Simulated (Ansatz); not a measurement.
The first iterations of a band of F3HOSi + H4Si (11 atoms, charge 0, multiplicity 1).

Computed with RKS B3LYP/def2-SVP (Ansatz 0.2.0).

```json
{
  "movable images": "5",
  "climbing image": "yes",
  "spring": "5.0 eV/Å²",
  "optimiser": "quadratic models (default)",
  "start path": "through a guess of the saddle point",
  "force threshold": "0.05 eV/Å",
  "iteration limit": "60",
  "end points": "relaxed"
}
```

Initial state:

```xyz
11
Properties=species:S:1:pos:R:3
Si -0.398 0.657 -0.142
O -0.729 0.501 1.437
H -0.125 -0.010 1.993
F 0.688 1.792 -0.447
F -1.743 1.043 -0.908
F 0.182 -0.708 -0.762
Si 1.583 -2.757 1.424
H 0.290 -3.351 0.993
H 2.500 -2.584 0.266
H 2.218 -3.616 2.461
H 1.323 -1.416 2.037
```

Final state:

```xyz
11
Properties=species:S:1:pos:R:3
Si 0.550 -0.205 -0.169
O -0.709 -0.899 2.199
H -0.625 0.015 2.509
F 1.222 0.273 -1.560
F 0.579 1.120 0.768
F -1.010 -0.462 -0.543
Si 1.655 -2.055 0.722
H 0.702 -3.191 0.823
H 2.775 -2.435 -0.187
H 2.209 -1.694 2.054
H -1.560 -0.915 1.736
```

| iteration | highest image above the first end (eV) | largest band force component (eV/Å) |
| --- | --- | --- |
| 1 | 20.028 | 74.903 |
| 2 | 7.287 | 30.299 |
| 3 | 3.255 | 15.082 |
| 4 | 3.038 | 4.818 |
| 5 | 2.860 | 2.120 |
| 6 | 2.787 | 3.148 |
| 7 | 2.514 | 1.891 |
| 8 | 1.948 | 1.767 |
| 9 | 1.928 | 1.274 |
| 10 | 1.911 | 0.502 |
| 11 | 1.879 | 0.425 |
| 12 | 2.352 | 2.425 |
| 13 | 2.441 | 2.795 |
| 14 | 2.585 | 2.886 |
| 15 | 2.629 | 2.792 |
| 16 | 2.629 | 2.281 |

Problem. Does the band converge within its limit, and where does its top end?

Solution. It converged. It ended after 49 iterations with the highest image 2.762 eV above the first end. Neighbouring images differ by up to 1.8 eV, so the band resolves the path poorly. A vibrational analysis at the climbing image gives one clearly imaginary mode, 685i cm⁻¹: a first-order saddle point. The orbitals stay closed-shell, which can raise the energy where a bond breaks towards radicals; this wasn't checked here.

The run took 7.1 min on 4 threads of Arm Neoverse V1, on a shared host, peak memory 0.3 GiB.
